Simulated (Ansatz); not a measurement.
Program: Ansatz 0.2.0.

A structure relaxed at PBE0-D4/def2-TZVP, charge 0, multiplicity 1:

Cartesian coordinates in Å:
```
N -1.281 0.986 -0.332
C 0.123 1.101 0.072
Si 0.749 -0.600 0.530
N 0.407 -1.628 -0.772
F -0.010 -1.007 1.894
H -1.856 0.728 0.460
H -1.634 1.870 -0.676
H 0.709 1.434 -0.791
H 0.312 1.823 0.880
H 2.192 -0.663 0.861
H -0.440 -1.467 -1.294
H 0.728 -2.578 -0.832
```

(1) Give its formula and SMILES.

(2) Summarise the bond lengths by kind.

## Answers

(1) CH7FN2Si, `NC[SiH](N)F`.

(2) 1 × C–N 1.465 Å; 4 × H–N 1.005 to 1.012 Å; 1 × C–Si 1.869 Å; 2 × C–H 1.095 to 1.100 Å; 1 × N–Si 1.694 Å; 1 × F–Si 1.613 Å; 1 × H–Si 1.482 Å.
